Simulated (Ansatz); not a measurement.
BFHInO. Total charge 0; spin multiplicity 1. Correlated methods include outer-core shells of In, which these sets cover unevenly. In: def2 effective core potential. The bonds changed during the relaxation, so this is another structure than the one it started from.

Cartesian coordinates in Å:
```
F -0.767 -1.163 0.379
In 1.275 1.009 1.827
B -0.311 -0.227 -0.496
O 0.515 0.716 -0.085
H -0.711 -0.335 -1.624
```

**Question.** Give the diagnostics of a CCSD(T)/def2-TZVPP run (frozen core, Ansatz). (Estimate.)

**Answer.** The calculation gave: T1 = 0.0163, largest single amplitude 0.022, largest double 0.056, (T) share of the correlation energy 3.2 %, 10 CCSD cycles. The RHF solution is stable towards an unrestricted one. T1 lies under the customary mark of 0.02 for closed shells.
